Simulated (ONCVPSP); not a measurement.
# What the settings do to the ONCV potential of Al

Base potential:

Al, optimised norm-conserving Vanderbilt (ONCV), made with ONCVPSP 4.0.1 (LDA (Perdew-Zunger), scalar-relativistic). Core [Ne], reference 3s2 3p1. Waves: 3s: rc 1.45 bohr, ncon 3, nbas 6, qcut 4.1 1/bohr, local; 3p: rc 2.45 bohr, ncon 3, nbas 7, qcut 2.9 1/bohr, 2 projectors, debl 2.3 Ha; d scattering state at 0.23 Ha: rc 2.40 bohr, ncon 4, nbas 8, qcut 4.5 1/bohr, 1 projector. Local part: the s channel. Core correction: Teter function fitted to the true core (icmod 2), fcfact 0.3.

All-electron outer shells of the reference configuration (LDA (Perdew-Zunger), scalar-relativistic, ld1.x):

```json
{"shell": "2s", "level (eV)": "-107.50", "outermost node (bohr)": "0.17", "outermost maximum (bohr)": "0.50"}
{"shell": "2p", "level (eV)": "-69.71", "outermost node (bohr)": "–", "outermost maximum (bohr)": "0.43"}
{"shell": "3s", "level (eV)": "-7.84", "outermost node (bohr)": "0.80", "outermost maximum (bohr)": "2.06"}
{"shell": "3p", "level (eV)": "-2.79", "outermost node (bohr)": "0.82", "outermost maximum (bohr)": "2.64"}
```

Cutoffs, loose and tight: the cutoffs (Ha) at which the residual kinetic energy of the hardest occupied pseudo-wave falls to 1 and 0.1 mHa per electron. They do not see the model core or the augmentation charge, which bear on the density cutoff. Test errors are all-electron minus pseudo excitation energies from the reference, over the configurations 3s2 3p0; 3s1 3p0; 3s2 3p0.5; 3s1 3p1. A dash means not determined; rows that change the core or the reference have their own tests.

```csv
change,outcome,"cutoff, loose","cutoff, tight",bound ghosts,GHOST(+) flags above zero,largest test error (meV)
base,generated,7.7 Ha,44 Ha,none,none,+18
s: qcut 2.6; p: qcut 1.8; d: qcut 2.8,generated,10 Ha,38 Ha,none,none,+23
s: qcut 3.2; p: qcut 2.3; d: qcut 3.5,generated,8.3 Ha,43 Ha,none,none,+20
s: qcut 3.7; p: qcut 2.6; d: qcut 4.1,generated,7.7 Ha,44 Ha,none,none,+18
s: qcut 4; p: qcut 2.8; d: qcut 4.3,generated,7.7 Ha,44 Ha,none,none,+18
s: qcut 4.5; p: qcut 3.1; d: qcut 4.9,generated,8.1 Ha,43 Ha,none,none,+18
s: qcut 5; p: qcut 3.5; d: qcut 5.5,generated,9.7 Ha,41 Ha,none,none,+19
s: qcut 5.5; p: qcut 3.9; d: qcut 6.1,generated,11 Ha,39 Ha,none,none,+21
s: qcut 5.8; p: qcut 4.1; d: qcut 6.4,generated,12 Ha,39 Ha,none,none,+21
```
